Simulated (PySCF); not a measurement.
Species: Ti(CCH)4, C8H4Ti (singlet state).
Cartesian coordinates in Å at the PBE0-D3(BJ)/def2-SVP level; atoms count from 1:
```
atom  x, y, z in Å
Ti1   -0.021    0.002   -0.004
C2     0.010   -0.006    1.999
C3     0.034   -0.013    3.227
H4     0.057   -0.019    4.304
C5     1.866   -0.017   -0.671
C6     3.027   -0.026   -1.071
H7     4.046   -0.036   -1.420
C8    -0.949    1.652   -0.666
C9    -1.516    2.666   -1.060
H10   -2.013    3.557   -1.406
C11   -0.964   -1.635   -0.674
C12   -1.526   -2.645   -1.087
H13   -2.020   -3.531   -1.449
```

The computed photoelectron lines, unassigned: C 1s: 289.56 (area 4), 290.12 (area 4) eV; Ti 2p3/2: 462.70 eV.

Method used: PySCF 2.14.0, delta-SCF UKS SCAN, pcX-2 on the ionised atom (unc-x2c-TZVPall on a metal), pcseg-1 elsewhere, spin-free X2C. Isolated species at its PBE0-D3(BJ)/def2-SVP geometry, gas phase. Metal 2p energies of this one-determinant scheme are less reliable than its 1s energies.

Question: Assign the C 1s lines to atoms.

Answer: 289.56 eV: C2/C5/C8/C11 (carbon bonded to C and Ti); 290.12 eV: C3/C6/C9/C12 (carbon bonded to C and H). The listed C 1s values span 0.56 eV, from C2/C5/C8/C11 (bonded to C and Ti) to C3/C6/C9/C12 (bonded to C and H).

Bonded neighbours of each site: Ti1: 4 C; C2/C5/C8/C11: C and Ti; C3/C6/C9/C12: C and H.

Question: Which photon energy gives electrons from C 1s of C2/C5/C8/C11 a kinetic energy of 100 eV, and what is their de Broglie wavelength?

Answer: hν = 289.56 + 100 = 389.56 eV, recoil neglected; λ = 12.264 Å/√(E/eV) = 1.23 Å.

Topologically equivalent atoms share the value of their first member; where this conformer doesn't relate them by symmetry, their own values could differ. The unrestricted hole states depart most from a pure doublet (⟨S²⟩ = 0.75; over 0.85 named) for Ti 2p3/2 of Ti1 (0.97), C 1s of C2/C5/C8/C11 (0.88) and C 1s of C3/C6/C9/C12 (0.89), which makes these values less certain. The 2p values aren't plain energy differences: one relaxed spin-free 2p hole is combined with a matrix within the shell (ground-state 2p orbital-energy differences and spin–orbit coupling). 2p3/2, the mean of its two sublevels, lies a third of the splitting below the shell's mean and 2p1/2 two thirds above it; the statistical areas are 2:1. 2p1/2 minus 2p3/2 (ligand field included): Ti 5.72 eV. Satellites of the metal's 2p lines aren't described.
